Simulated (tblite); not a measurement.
A tight-binding relaxation on `CC(C)=[CH][GeH2][C@@H](F)CCl`.

Computed with GFN2-xTB geometry optimisation, gas phase (tblite 0.8.0). Start geometry: from a force field or distance geometry. The input is one job of a driver script: a line of settings, then coordinates in Å.

Command:
```bash
OMP_NUM_THREADS=1 python probes_run.py task.json out
```

Input:
```
{"job": {"kind": "relax", "xc": "GFN2-xTB", "basis": "xTB"}, "charge": 0, "multiplicity": 1}
C     -3.041700    -1.253400     0.080500
C     -1.874200    -0.340100     0.006900
C     -2.146600     1.075900    -0.362800
C     -0.625300    -0.750400     0.271500
Ge     0.771800     0.541600     0.155300
C      2.457800    -0.178700     0.755600
F      2.377600    -1.554900     0.630400
C      3.634000     0.352100    -0.054800
Cl     3.475900    -0.077600    -1.772600
H     -4.004500    -0.710000    -0.130600
H     -3.106200    -1.702100     1.082400
H     -2.948000    -2.105400    -0.634900
H     -2.334100     1.656200     0.569500
H     -3.092900     1.144200    -0.957700
H     -1.312800     1.532000    -0.940100
H     -0.430000    -1.787800     0.568200
H      0.453500     1.768200     1.073500
H      0.924100     1.078100    -1.311200
H      2.579000     0.029200     1.848500
H      3.696900     1.447200     0.110100
H      4.536800    -0.147300     0.321100
```

Output:
```
step      E/eV     max force
  0    -819.62167    1.577
  1    -819.76486    0.817
  2    -819.82843    0.893
  3    -819.85337    0.383
  4    -819.87321    0.323
  5    -819.88502    0.298
  6    -819.89623    0.386
  7    -819.90868    0.352
  8    -819.92104    0.306
  9    -819.93072    0.215
... (117 lines left out)
127    -820.08308    0.017
128    -820.08315    0.019
129    -820.08322    0.020
130    -820.08329    0.020
131    -820.08335    0.018
132    -820.08340    0.016
133    -820.08345    0.014
134    -820.08350    0.014
135    -820.08353    0.012
136    -820.08355    0.006
```

«max force» is the largest atomic force in eV/Å.

**Question.** From which step on does the largest force stay under 0.1 eV/Å, and how much energy is left to gain from there?

**Answer.** From step 104 (0.060 eV/Å), 4.8 meV above the end.

In short: energy lowered by 10.7 kcal/mol over 136 steps; largest atomic force 0.006 eV/Å at the end.

**Question.** Give the final coordinates.

**Answer.** 0.506 Å rms from the input after alignment:
```
atom  x, y, z in Å
C1    -2.9761   -1.3158    0.2109
C2    -1.9274   -0.2630    0.0097
C3    -2.4399    1.0381   -0.5190
C4    -0.6448   -0.4835    0.2843
Ge5    0.8295    0.7659    0.0763
C6     2.4756   -0.1736    0.7543
F7     2.2434   -1.5400    0.6751
C8     3.7655    0.1486    0.0387
Cl9    3.5623   -0.0223   -1.7171
H10   -3.7344   -0.9597    0.9077
H11   -2.5462   -2.2347    0.5993
H12   -3.4731   -1.5330   -0.7338
H13   -3.2109    1.4361    0.1397
H14   -2.8878    0.8925   -1.5017
H15   -1.6342    1.7659   -0.6017
H16   -0.3563   -1.4593    0.6547
H17    0.6988    1.9927    0.9534
H18    1.0142    1.2832   -1.3193
H19    2.6178    0.0277    1.8242
H20    4.0496    1.1816    0.2355
H21    4.5655   -0.5305    0.3378
```

**Question.** Estimate the wall time. Hardware: one thread of an Arm Neoverse V2, no GPU, shared host.

**Answer.** About 1.2 s.
Labels such as C1 count atoms from 1, the log's own numbers from 0.
